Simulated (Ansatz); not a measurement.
Ansatz (a quantum-chemistry and plane-wave program) input (HSE06/def2-TZVPD):

Ansatz 0.2 input:
```yaml
crystal:
  periodic: [false, false, false]
  atoms:
    - {symbol: C, position_ang: [-2.69711375, -0.62612017, -0.37258293]}
    - {symbol: C, position_ang: [-1.49180628, 0.04625767, 0.27804976]}
    - {symbol: C, position_ang: [-0.20455478, -0.15681830, -0.51215750]}
    - {symbol: C, position_ang: [1.04059849, 0.43026325, 0.17351789]}
    - {symbol: C, position_ang: [2.29424883, 0.41122585, -0.70711859]}
    - {symbol: O, position_ang: [1.26304928, -0.09504818, 1.41588317]}
    - {symbol: H, position_ang: [-2.54706151, -1.70531446, -0.45393630]}
    - {symbol: H, position_ang: [-3.60584372, -0.46025681, 0.20855354]}
    - {symbol: H, position_ang: [-2.87124053, -0.24043700, -1.38021641]}
    - {symbol: H, position_ang: [-1.34903774, -0.34055152, 1.28920875]}
    - {symbol: H, position_ang: [-1.68329691, 1.11969702, 0.38282622]}
    - {symbol: H, position_ang: [-0.29723841, 0.29200769, -1.50588836]}
    - {symbol: H, position_ang: [-0.02567887, -1.22578383, -0.66834118]}
    - {symbol: H, position_ang: [0.81297637, 1.49348935, 0.41594086]}
    - {symbol: H, position_ang: [3.13738382, 0.84937537, -0.17419705]}
    - {symbol: H, position_ang: [2.12911395, 0.96734942, -1.63115173]}
    - {symbol: H, position_ang: [2.54729416, -0.61803949, -0.96811555]}
basis:
  gaussian:
    orbitals: def2-TZVPD
hamiltonian:
  xc: {name: HSE06}
magnetization: {spin_polarized: true, initial_magnetization: 1}
output: {forces: true}
```

End of the output:

```
Atom 3 at     1.040598     0.430263     0.173518 Å, force     0.032113    -0.137372     0.015179 eV/Å
Atom 4 at     2.294249     0.411226    -0.707119 Å, force    -0.189027    -0.014510     0.122094 eV/Å
Atom 5 at     1.263049    -0.095048     1.415883 Å, force    -0.038287     0.094505    -0.212954 eV/Å
Atom 6 at    -2.547062    -1.705314    -0.453936 Å, force     0.004361    -0.033098    -0.001725 eV/Å
Atom 7 at    -3.605844    -0.460257     0.208554 Å, force    -0.027373     0.006253     0.019659 eV/Å
Atom 8 at    -2.871241    -0.240437    -1.380216 Å, force    -0.005434     0.012067    -0.029190 eV/Å
Atom 9 at    -1.349038    -0.340552     1.289209 Å, force     0.006893    -0.021197     0.049395 eV/Å
Atom 10 at    -1.683297     1.119697     0.382826 Å, force    -0.008223     0.038531     0.002978 eV/Å
Atom 11 at    -0.297238     0.292008    -1.505888 Å, force     0.002121     0.020335    -0.041089 eV/Å
Atom 12 at    -0.025679    -1.225784    -0.668341 Å, force     0.004627    -0.050024    -0.009038 eV/Å
Atom 13 at     0.812976     1.493489     0.415941 Å, force     0.001222     0.002489     0.018210 eV/Å
Atom 14 at     3.137384     0.849375    -0.174197 Å, force     0.028433     0.017709     0.023575 eV/Å
Atom 15 at     2.129114     0.967349    -1.631152 Å, force    -0.008525     0.017664    -0.028385 eV/Å
Atom 16 at     2.547294    -0.618039    -0.968116 Å, force     0.011392    -0.034926    -0.011864 eV/Å
Dipole moment:    -0.092817     0.168907    -0.365661 e Å
```

It need not be the lowest isomer of its formula.
